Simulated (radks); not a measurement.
The numbers below are computed, except where a source is named.
Task: These are the eigenvalues of the occupied orbitals of an atom or ion with whole-number occupations (eV). Code: a radial shooting solver on a logarithmic mesh with Libxc functionals. Model: Dirac Kohn-Sham, PBEsol, spin-unpolarised, spherical densities, point nucleus.

orbital  eigenvalue
1s1/2     -15110.26
2s1/2     -2096.827
2p1/2     -1910.946
2p3/2     -1850.184
3s1/2     -386.6181
3p1/2     -319.9288
3p3/2     -310.7386
3d3/2     -193.8266
3d5/2     -192.2513
4s1/2     -109.2821
4p1/2      -90.9525

Which element is it, and in what charge state? The configuration may be excited. Open shells, if any, fill j = l - 1/2 first.

Result: Z = 37, rubidium, charge +6: Rb6+ in [Ar] 3d10 4s2 4p1. The list shows which subshells hold electrons but not how many an open one holds; the 1s level, -555.29 hartree, gives Z - s = 33.3 by -(Z - s)^2/2, which with screening and relativity narrows Z to a few neighbours, and the depths of the outer levels then fix element, charge and occupations together.
